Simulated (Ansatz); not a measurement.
MoBr, multiplicity 6 (lowest of 2S+1 = 2, 4, 6, 8 at CCSD(T)/def2-TZVPP on PBE0 minima; our sources give no spin for the ground state, which may be another), most abundant isotopes (97.9054 and 78.9183 u). Constants from fifth-degree fits in 1/R to seven points on the lowest solution found; no spin–orbit coupling, no relativity up to Kr; ω_e x_e and α_e move by some per cent with the fit.

Correlated levels freeze the inner cores; with def2 sets outer-core shells near the valence are correlated too.

Codes used: Ansatz (Gaussian orbitals).  In def2 rows elements past Kr take small-core potentials, without spin–orbit coupling.

```tsv
level	r_e (Å)	ω_e (cm⁻¹)	ω_e x_e (cm⁻¹)	α_e (cm⁻¹)
PBE/def2-TZVPP	2.4246	269.4	0.749	0.000238
CCSD(T)/def2-TZVPP	2.4386	270.5	0.747	0.000233
```

### Question
Derive the rotational constants, the centrifugal constant, the fundamental, the zero-point energy and the force constant.

### Answer

μ = 43.69623 u.
- PBE/def2-TZVPP: B_e = 16.8576/(μ r_e²) = 0.065624 cm⁻¹; B₀ = B_e − α_e/2 = 0.065505 cm⁻¹; D = 4B_e³/ω_e² = 1.56e-08 cm⁻¹; fundamental ω_e − 2ω_e x_e = 268 cm⁻¹; zero-point energy ω_e/2 − ω_e x_e/4 = 135 cm⁻¹; k = μ(2πcω_e)² = 187 N/m
- CCSD(T)/def2-TZVPP: B_e = 16.8576/(μ r_e²) = 0.064873 cm⁻¹; B₀ = B_e − α_e/2 = 0.064757 cm⁻¹; D = 4B_e³/ω_e² = 1.49e-08 cm⁻¹; fundamental ω_e − 2ω_e x_e = 269 cm⁻¹; zero-point energy ω_e/2 − ω_e x_e/4 = 135 cm⁻¹; k = μ(2πcω_e)² = 188 N/m

Ansatz is a first-principles code.
